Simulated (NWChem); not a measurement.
A series in which one site is exchanged, each optimised at PBE0/def2-SVP with NWChem, gas phase unless a solvent is named. Low-valent species are run as closed-shell singlets; no triplet was tried in these runs. This build's default masses of Se (78.918 u) and Br (79.917 u) are each other's, which moves their modes by up to 0.6 %. For some, no frequency run checked for a minimum. def2 effective core potentials on I; no spin-orbit coupling.

A: [GeH][Br] (GeHBr; site = Br)
B: [F][GeH] (GeHF; site = F)
C: [GeH2] (GeH2; site = H)
D: [GeH][I] (GeHI; site = I)

Values for A:

| Quantity | Result |
|---|---|
| dipole (D), PBE0/def2-SVP | 1.64 |
| orbital gap (eV), PBE0/def2-SVP | 3.92 |
| vertical ionisation energy, ΔSCF, B3LYP/def2-SVP (eV) | 9.32 |
| static polarisability, B3LYP/def2-SVPD (bohr³) | 57.8 |
| lowest singlet excitation, B3LYP/def2-SVPD, TDA (eV) | 2.63 |

**Question.** How do these values change for the other members?

**Answer.** 
```json
[
 {"change from A": "dipole (D), PBE0/def2-SVP", "B": "+0.12", "C": "-1.63", "D": "-0.15"},
 {"change from A": "orbital gap (eV), PBE0/def2-SVP", "B": "+0.46", "C": "-0.08", "D": "-0.28"},
 {"change from A": "vertical ionisation energy, ΔSCF, B3LYP/def2-SVP (eV)", "B": "+0.51", "C": "+0.22", "D": "-0.34"},
 {"change from A": "static polarisability, B3LYP/def2-SVPD (bohr³)", "B": "-24.5", "C": "-20.5", "D": "+15.8"},
 {"change from A": "lowest singlet excitation, B3LYP/def2-SVPD, TDA (eV)", "B": "+0.43", "C": "-0.07", "D": "-0.28"}
]
```
